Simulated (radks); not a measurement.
Q: Radial electron density D(r) = 4 pi r^2 rho(r) of an atom or ion with 29 electrons. Method: non-relativistic Kohn-Sham, LDA (Slater exchange, Perdew-Wang correlation), spin-polarised, spherical densities, point nucleus; computed with a radial shooting solver on a logarithmic mesh with Libxc functionals.

r (bohr)  D(r) (e/bohr)  spin D(r)
0.001637         0.8850    0.00104
0.002114          1.428    0.00168
0.002731          2.283    0.00268
0.003528          3.602    0.00422
0.004557          5.593    0.00654
0.005886          8.506    0.00990
0.007604          12.59     0.0145
0.009822          18.00     0.0205
0.01269           24.61     0.0272
0.01639           31.80     0.0335
0.02117           38.27     0.0367
0.02735           42.22     0.0336
0.03533           42.26     0.0222
0.04563           38.89    0.00609
0.05895           35.51   -0.00143
0.07614           36.79     0.0179
0.09836           43.83     0.0655
0.1271            50.50      0.101
0.1641            48.07     0.0661
0.212             36.81    -0.0110
0.2739            28.60     0.0141
0.3538            30.91      0.172
0.457             34.62      0.212
0.5903            28.63     0.0321
0.7625            16.16     0.0624
0.985             6.548      0.564
1.272             2.386      0.965
1.644            0.9328      0.730
2.123            0.2733      0.258
2.743           0.03890     0.0384
3.543          0.002019    0.00201

What is the nuclear charge?

A: Z = 35. The innermost maximum, from 1s, lies near 1/Z = 0.0286 bohr (found: 0.0311), and its height grows with Z. The density is that of the bromine ion Br6+ in [Ar] 3d10 4s1; the configuration itself is not fixed sharply by these data, and Z only to about a unit. D(r) has 3 maxima, at r = 0.0311, 0.137, 0.453 bohr, and minima at 0.0639, 0.290 bohr, inside which lie 2.08, 11.09 electrons.
